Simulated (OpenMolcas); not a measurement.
**V3+ in a ligand field**

V3+ with 4 ligands (oxide) in tetrahedral coordination (Td) at 1.89 Å. A charge of +1.25 e stands 3.2 Å behind each ligand. Ligand basis ANO-RCC-VDZP.

| Item | Value |
| --- | --- |
| Program | OpenMolcas 26.06 |
| Method | SS-CASPT2, IPEA 0.25 Eh, imaginary shift 0.1 Eh (closed shells correlated: 3s 3p and the ligand valence shells) |
| Basis | ANO-RCC-VDZP [5s4p2d1f] |
| Scalar Hamiltonian | DKH2, point nucleus |
| Active space | 2 electrons in 5 orbitals (3d) |
| State averaging | 2S+1 = 3 even, 10 roots; 2S+1 = 1 even, 15 roots |
| Spin-orbit coupling | RASSI with atomic mean-field integrals over the reference wave functions |

The lowest spin-free states (labels of Td), above the lowest:

```
State  Degeneracy  E (cm-1)
  3A2           1         0
  3T2           3      5210
   1E           2     10170
  3T1           3     10200
  1T2           3     14620
  1A1           1     17430
  3T1           3     18550
  1T1           3     19560
   1E           2     24070
  1T2           3     24770
  1A1           1     41130
```

The lowest levels with spin-orbit coupling:

```json
{"E (cm-1)": "0", "Degeneracy": "3", "Label": "T2", "2S+1": "3"}
{"E (cm-1)": "5150", "Degeneracy": "1", "Label": "A2", "2S+1": "3"}
{"E (cm-1)": "5190", "Degeneracy": "3", "Label": "T2", "2S+1": "3"}
{"E (cm-1)": "5240", "Degeneracy": "2", "Label": "E", "2S+1": "3"}
{"E (cm-1)": "5260", "Degeneracy": "3", "Label": "T1", "2S+1": "3"}
{"E (cm-1)": "9960", "Degeneracy": "2", "Label": "E", "2S+1": "3 (60 %)"}
{"E (cm-1)": "10100", "Degeneracy": "3", "Label": "T2", "2S+1": "3"}
{"E (cm-1)": "10340", "Degeneracy": "2", "Label": "E", "2S+1": "1 (60 %)"}
{"E (cm-1)": "10350", "Degeneracy": "3", "Label": "T1", "2S+1": "3"}
{"E (cm-1)": "10460", "Degeneracy": "1", "Label": "A1", "2S+1": "3"}
{"E (cm-1)": "14630", "Degeneracy": "3", "Label": "T2", "2S+1": "1"}
{"E (cm-1)": "17450", "Degeneracy": "1", "Label": "A1", "2S+1": "1"}
{"E (cm-1)": "18390", "Degeneracy": "1", "Label": "A1", "2S+1": "3"}
{"E (cm-1)": "18480", "Degeneracy": "3", "Label": "T1", "2S+1": "3"}
{"E (cm-1)": "18660", "Degeneracy": "2", "Label": "E", "2S+1": "3"}
{"E (cm-1)": "18670", "Degeneracy": "3", "Label": "T2", "2S+1": "3"}
{"E (cm-1)": "19580", "Degeneracy": "3", "Label": "T1", "2S+1": "1"}
{"E (cm-1)": "24090", "Degeneracy": "2", "Label": "E", "2S+1": "1"}
{"E (cm-1)": "24790", "Degeneracy": "3", "Label": "T2", "2S+1": "1"}
{"E (cm-1)": "41160", "Degeneracy": "1", "Label": "A1", "2S+1": "1"}
```

Electric-dipole absorption from the lowest level at this geometry, strongest bands:

```tsv
E (cm-1)	λ (nm)	Label	f
9960	1000	E	8.37e-05
10100	990	T2	2.11e-04
10340	967	E	5.66e-05
10350	966	T1	2.12e-04
10460	956	A1	7.13e-05
14630	684	T2	3.73e-06
18390	544	A1	1.97e-04
18480	541	T1	5.66e-04
18660	536	E	3.48e-04
18670	536	T2	5.20e-04
```

Powder χT (cm3 K/mol): 0.876 at 2 K, 0.879 at 10 K, 0.891 at 50 K, 0.906 at 100 K, 0.937 at 200 K, 0.967 at 300 K. The effective moment at 300 K is 2.828 √(χT) = 2.78 μB.

The lowest level has 2S+1 = 3, for which the spin-only value is χT = S(S+1) / 2 = 1.000 cm3 K/mol (g = 2). The computed 0.967 at 300 K differs by -0.033, through orbital momentum, spin-orbit coupling and any other state in reach.

Roots that are degenerate in the reference are averaged as groups; the widest CASPT2 spread within a group is 820 cm-1 (the 3-fold group of multiplicity 1 near 19600 cm-1 above the lowest state of its run). Shifts and gaps below about the spread of the groups concerned are not significant. Over all roots computed the reference weight is 0.69 to 0.71; a low but even weight reflects the number of correlated electrons. The oxide ions are held by bare point charges, a crude embedding. Ligand-to-metal charge-transfer states are missing. These CASPT2 states fit no ligand-field parameters well, so their order and spin gaps are uncertain. With no ligand orbital active B as a rule stays too high, so bands that hang on it stand too high and its fall with covalency is understated. With one d shell and no ligand orbital active, 10Dq can be off by a tenth or more. No measured value stands beside these numbers; the geometry is a model, was not optimised and need not be the one that this ion takes.
